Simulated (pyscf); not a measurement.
**F–Si:–F (SMILES F[Si]F), singlet**

Gas-phase minimum from PySCF at ωB97X-D3(BJ)/def2-SVP, one conformer. 

```xyz
3

F      0.9928    -0.8134    -0.2565
Si     0.0245     0.0781    -1.2155
F     -0.1090     1.4219    -0.3054
```
Charge 0, spin multiplicity 1.

Bonded distances (Å): F1–Si2 1.628, Si2–F3 1.629. Bond angles (°): F1–Si2–F3 99.9.

Properties at ωB97X-D3(BJ)/def2-SVP:

* **Harmonic wavenumbers, unscaled**: 339, 875, 895 cm⁻¹
* **Zero-point energy**: 3.0 kcal/mol
* **Rotational symmetry number**: 2
* **Entropy of this conformer at 298 K and 1 atm, rigid rotor and harmonic oscillator, modes under 100 cm⁻¹ raised to 100**: 257.0 J/(mol K)
* **Dipole moment**: 1.18 D

Single-point totals, which compare only within one level (frozen core for MP2 and CC):

```csv
level,total energy (hartree)
ωB97X-D3(BJ)/def2-TZVP,-489.39523
PBE/def2-TZVP,-489.04039
r²SCAN/def2-TZVP,-489.26280
B3LYP-D3(BJ)/def2-TZVP,-489.39868
PBE0-D3(BJ)/def2-TZVP,-489.06025
M06-2X/def2-TZVP,-489.29097
ωB97M-D3(BJ)/def2-TZVP,-489.45551
HF/def2-TZVPP,-488.00855
MP2/def2-TZVPP,-488.60749
CCSD/def2-TZVPP,-488.61562
CCSD(T)/def2-TZVPP,-488.63457
```

The CCSD(T) − MP2 part came from Ansatz, without density fitting, on the same reference.
